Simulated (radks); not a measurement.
The numbers below are computed, except where a source is named.
Spherical quantum dot in the effective-mass picture: electrons in a parabolic well V = omega^2 r^2 / 2 with omega = 0.877, all in effective atomic units (hartree* = m*/eps^2 hartree, bohr* = eps/m* bohr), one dielectric constant everywhere. Level of theory: non-relativistic Kohn-Sham, PBE, spin-polarised, spherical densities (a radial shooting solver with Libxc functionals). Levels are named by radial order and angular momentum (1s, 1p, 1d, 2s, ...), and open shells are averaged over m.

N = 21, configuration 1s2 1p6 1d10 2s2 1f(up 1, down 0). This is the lowest configuration that the search found. Occupied and some empty levels:

level,occupation,eigenvalue (hartree*),<r> (bohr*)
1s up,1,9.7993,1.887
1s down,1,9.8046,1.876
1p up,3,10.162,2.313
1p down,3,10.172,2.305
1d up,5,10.590,2.611
1d down,5,10.602,2.606
2s up,1,10.722,2.219
2s down,1,10.731,2.223
1f up,1,11.072,2.847
1f down,0,11.086,2.844
2p up,0,11.264,2.506
2p down,0,11.272,2.510
1g up,0,11.601,3.048
1g down,0,11.616,3.048
2d up,0,11.831,2.773
2d down,0,11.839,2.776

Energy (hartree*): total 140.430, kinetic 15.650, external 52.227, Hartree 81.297, exchange-correlation -8.7428.

Electron density:

r (bohr*),n(r) (e/bohr*^3)
0.230,0.2379
0.613,0.2088
0.996,0.1776
1.38,0.1654
1.76,0.1699
2.15,0.1679
2.53,0.1405
2.91,0.09208
3.30,0.04492
3.68,0.01605
4.06,0.004212
4.45,0.0008144
4.83,0.0001146
